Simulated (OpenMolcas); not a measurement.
Computed levels of 3s² 3p in ions with 13 electrons, in cm-1 above ²P°_1/2.

```json
{
 "Program": "OpenMolcas",
 "Method": "MS-CASPT2, IPEA 0.25 Eh, imaginary shift 0.1 Eh",
 "Basis": "ANO-R3",
 "Scalar Hamiltonian": "X2C, finite nucleus",
 "Spin-orbit coupling": "state interaction with AMFI integrals over the reference wave functions, term energies averaged over their components"
}
```

Active space for each ion: 3 electrons in 4 orbitals (3s 3p); closed shells correlated by CASPT2: 2s 2p.

```csv
Level,P2+,S3+,Ar5+
²P°_3/2,500,857,2030
```

Q: Estimate ²P°_3/2 for Cl4+ from its neighbours S3+ and Ar5+.

A: ²P°_3/2 is fine structure, which grows about as the fourth power of a screened charge, so the fourth roots are averaged: ((857^0.25 + 2030^0.25) / 2)^4 = 1350. The calculation gives 1359, so the estimate is off by -0.7 %.

Over all roots computed the reference weight is 0.87 to 0.98 in P2+, 0.87 to 0.98 in S3+, 0.88 to 0.99 in Cl4+, 0.88 to 0.99 in Ar5+; the roots of lowest weight are the least certain, and an intruder state may touch them. Only configurations of the active space appear.

° marks odd parity.
